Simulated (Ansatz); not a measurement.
Four-centre ligand exchange

Start structure (SiPNH$_{8}$O, closed shell), relaxed at PBE0-D4/def2-TZVP:

```csv
atom,x (Å),y (Å),z (Å)
Si1,-1.0855,0.1511,1.3780
N2,-0.6405,-1.2266,0.4478
H3,-1.5092,-0.1455,2.7695
H4,-2.2130,0.7516,0.6127
O5,0.1854,1.1667,1.5731
H6,2.0018,-0.6024,-1.5455
P7,1.4130,0.6840,-1.5816
H8,-1.3147,-1.6278,-0.1837
H9,-0.0349,-1.9362,0.8291
H10,0.6749,1.3597,0.7628
H11,0.3226,0.2851,-2.3913
H12,2.2001,1.1403,-2.6710
```

The step: SiNH₅O ([NH2][SiH2][OH]) + PH₃ → SiPH₅O ([OH][SiH2][PH2]) + NH₃; bonds formed: Si1–P7, N2–H6; bonds broken: Si1–N2, H6–P7. Computed with Ansatz 0.2.0 (basis: def2-TZVPP and def2-QZVPP); correlated methods freeze the cores. Extrapolation: Hartree–Fock as exp(−7.88 √X), correlation as X^−2.97. Energies below are by CCSD(T) at an estimated basis limit (MP2 extrapolated from triple and quadruple zeta, plus CCSD(T) − MP2 in triple zeta).

**Question.** What are the electronic barrier and the energy of the step, from the start structure to the end structure? (To be estimated.)

**Answer.** By the calculation: Barrier 166.6 kJ/mol; step energy 45.8 kJ/mol (uphill); reverse barrier, their difference, 120.8 kJ/mol. Barrier and step energy count from the start structure, the reverse barrier from the end structure.

The saddle point: One imaginary mode of 286i cm⁻¹.
```csv
pair,start (Å),saddle (Å),end (Å)
Si1–P7,3.91,2.97,2.27
N2–H6,3.37,1.08,1.01
Si1–N2,1.72,1.88,2.75
H6–P7,1.42,2.19,3.17
```

Zero-point energy (harmonic, PBE0-D4): ZPE is 219.1 kJ/mol at the start and 223.8 kJ/mol at the saddle, so the barrier goes from 166.6 to 171.2 kJ/mol.

No T1 diagnostic of these runs exceeds 0.013.

Labels in which every atom is bracketed show which atoms are joined, not bond orders.

For scale, one of the runs: CCSD(T)/def2-TZVPP, 258 basis functions, launched by `ansatz run in.yaml --threads 4 --pin off --events-out ev --progress --plain --max-ram 9574MiB`. Hardware: 4 CPU threads of an Arm Neoverse V2, shared host. Wall time 2 min; peak host memory 5.7 GiB.
